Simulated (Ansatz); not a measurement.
The cluster Hg2F3, relaxed as a doublet with UKS PBE0-D4/def2-SVP in Ansatz, starting from the GFN1-xTB geometry. Force threshold 0.02 eV/Å.

In the def2 sets Hg takes a core potential; there is no spin–orbit coupling. The relaxation made no stability test and no search for a lower SCF solution. The structure comes from a short search, and lower isomers may exist.

Start:

```xyz
5

Hg   -1.3990    0.9550    1.7574
Hg    0.4466   -0.3087   -0.5578
F     1.4592   -0.9268   -1.8614
F    -1.3875   -0.1773   -0.4019
F     0.8807    0.4577    1.0637
```

```
         step  energy (eV)  largest force component (eV/Å)  SCF passes
            1  -16484.9846                           7.690          22
            2  -16487.3999                           2.332          32
            3  -16488.0516                           0.236          27
            4  -16488.0572                           0.090          27
            5  -16488.0605                           0.027          29
            6  -16488.0607                           0.011          17
            7  -16488.0609                           0.013          18
            8  -16488.0610                           0.015          17
            9  -16488.0611                           0.010          18
           10  -16488.0612                           0.013          18
           11  -16488.0686                           0.320          29
           12  -16488.0986                           0.641          29
13 (rejected)  -16488.0952                           2.057          29
           14  -16488.1734                           0.371          27
           15  -16488.1937                           0.172          26
           16  -16488.2053                           0.037          27
           17  -16488.2059                           0.006          29
```

Force components are those of the run's own axes.

End:

Cartesian coordinates in Å:
```
Hg -1.658 0.862 1.694
Hg 0.963 -0.271 -0.525
F 1.330 -1.132 -2.213
F -1.442 -0.084 -0.200
F 0.807 0.625 1.243
```

Bonds lost: Hg2–F4 (atoms count from 1). Bonds formed: Hg1–F4 (atoms count from 1). The end is the same structure that another start reached, the lowest one found.

The force fell under the threshold at step 6, but the optimiser went on and released 0.145 eV more. No frequencies were taken in this run, so the end may be a saddle point.

Hardware: 4 threads of Intel Xeon 6975P-C on a shared host. Wall time 20 s.
